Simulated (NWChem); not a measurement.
# Basis-set convergence for H$_{4}$Si$_{2}$

```xyz
6

Si    -1.0369    -0.2626     0.0619
Si     1.2669     0.3411    -0.1898
H     -1.3235    -1.5562     0.7852
H     -1.8649    -0.2225    -1.1964
H     -1.5280     0.8667     0.9530
H      1.4958    -0.1871     1.2482
```
Charge 0, spin multiplicity 1.

The numbers come from NWChem runs, not from measurements. The geometry was optimised at PBE/def2-SVP, a minimum by its harmonic frequencies.

Quantity: dipole moment at the level B3LYP.

B3LYP has NWChem's definition, with VWN1-RPA local correlation. The Pople sets run with spherical d functions. The structure started from a generated list of species.

| basis | functions | dipole moment (D) |
|---|---|---|
| 3-21G | 34 | 0.44 |
| 6-31+G* | 52 | 0.44 |
| 6-311G** | 76 | 0.43 |
| def2-SVPD | 80 | [?] |
| aug-pcseg-1 | 90 | [?] |
| def2-TZVP | 98 | 0.42 |
| pcseg-2 | 124 | 0.45 |
| cc-pVTZ | 124 | 0.41 |
| def2-TZVPP | 140 | 0.42 |
| cc-pVQZ | 238 | 0.42 |

**Question.** What belongs in the gaps?

**Answer.** 
- def2-SVPD, dipole moment (D): 0.38
- aug-pcseg-1, dipole moment (D): 0.36
